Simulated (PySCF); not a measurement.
Electron correlation in As⁸⁺ (arsenic, charge +8)

Starting occupation: [Ar] 3d7, 3d3/2 with m_j = -3/2, -1/2, +1/2, +3/2, 3d5/2 with m_j = +1/2, +3/2, +5/2. All numbers are calculated (PySCF 2.14, X2C-1e with screened-nucleus spin-orbit coupling, Gaussian nucleus, in an even-tempered Gaussian basis (18 s from 0.43 bohr⁻², ratio 2.8; 13 p from 0.56 bohr⁻², ratio 2.8; 9 d from 0.56 bohr⁻², ratio 2.8; 4 f from 3.3 bohr⁻², ratio 3)). Frozen: [Ne]; 15 electrons correlated; the 76 highest virtual spinors left out.

MP2 pair energies summed by pair of shells (mhartree):

| pair | energy | share (%) |
| --- | --- | --- |
| 3d-3p | -207.48 | 40.8 |
| 3d-3d | -165.68 | 32.5 |
| 3p-3p | -63.66 | 12.5 |
| 3d-3s | -37.35 | 7.3 |
| 3p-3s | -30.57 | 6.0 |
| 3s-3s | -4.38 | 0.9 |

Total MP2 correlation energy: -509.12 mhartree.

The GHF reference relaxed away from the jj start to a determinant that is no pure jj level (⟨S²⟩ = 3.71, ⟨J²⟩ = 24.75); the energies belong to that determinant.
